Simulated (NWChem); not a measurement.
System: TiN2H4F2; SMILES [F][Ti]([NH2])([NH2])[F]

The following NWChem deck was run.

```
start job
memory heap 200 mb stack 900 mb global 1100 mb
geometry units angstroms noautosym nocenter noautoz
  Ti     0.064711    -0.054758    -0.050797
  F      1.244935     1.014004     0.694071
  F      0.893979    -1.339700    -0.917995
  N     -1.013822    -0.810180     1.286982
  H     -0.644383    -1.383047     2.042327
  H     -2.020252    -0.716079     1.371262
  N     -1.071093     0.897271    -1.191723
  H     -1.248386     1.896575    -1.123656
  H     -1.454144     0.531814    -2.060247
end
basis spherical
  Ti library def2-svp
  F library def2-svp
  N library def2-svp
  H library def2-svp
end
dft
  xc hfexch
  iterations 150
end
property
  efieldgrad
end
task dft property
```

The geometry was optimised at B3LYP/6-31G* (spherical d). Not confirmed as a minimum by frequencies.

Vzz is the largest principal value of the second derivative of the potential at the nucleus (NWChem prints the opposite sign); η is the asymmetry. Non-relativistic.

Atoms are numbered as in the input.

Task: Predict the main results of this run. (Hartree-Fock/def2-SVP.) Quantities: Vzz Ti1 (a.u.); η Ti1; Vzz N4 (a.u.); η N4; Vzz N7 (a.u.); η N7.

Result: 
```json
{
 "Vzz Ti1 (a.u.)": "-0.204",
 "η Ti1": "0.21",
 "Vzz N4 (a.u.)": "-0.743",
 "η N4": "0.64",
 "Vzz N7 (a.u.)": "-0.687",
 "η N7": "0.74"
}
```
